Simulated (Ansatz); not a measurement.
One change: `[SiH3]SCS` becomes `CSCS[SiH3]`.

Ansatz, PBE0-D4/def2-TZVP geometries, multiplicity 1. Each molecule was computed in one conformer, which needn't be the lowest.

| property | `[SiH3]SCS` |
| --- | --- |
| LUMO energy (ωB97M-V/def2-TZVPP) / eV | 1.53 |
| size of the dipole moment (ωB97M-V/def2-TZVPP) / D | 0.55 |
| zero-point energy (PBE0-D4/def2-TZVP) / kJ/mol | 168.6 |
| HOMO energy (B3LYP/def2-TZVPP) / eV | -6.72 |
| HOMO–LUMO gap (ωB97M-V/def2-TZVPP) / eV | 10.65 |
| LUMO energy (B3LYP/def2-TZVPP) / eV | -0.58 |

Question: Give the same properties after the change, and the shifts. (Estimate.)

Answer: Computed: 
| property | `CSCS[SiH3]` | shift |
| --- | --- | --- |
| LUMO energy (ωB97M-V/def2-TZVPP) / eV | 1.77 | 0.24 |
| size of the dipole moment (ωB97M-V/def2-TZVPP) / D | 1.09 | 0.54 |
| zero-point energy (PBE0-D4/def2-TZVP) / kJ/mol | 245.9 | 77.3 |
| HOMO energy (B3LYP/def2-TZVPP) / eV | -6.48 | 0.24 |
| HOMO–LUMO gap (ωB97M-V/def2-TZVPP) / eV | 10.65 | 0.00 |
| LUMO energy (B3LYP/def2-TZVPP) / eV | -0.32 | 0.26 |

The zero-point energy changes by 77.3 kJ/mol with +9 modes. Dipoles are sizes alone; their direction can turn.

B3LYP here is the variant with VWN-RPA as its local correlation; programs differ in this.
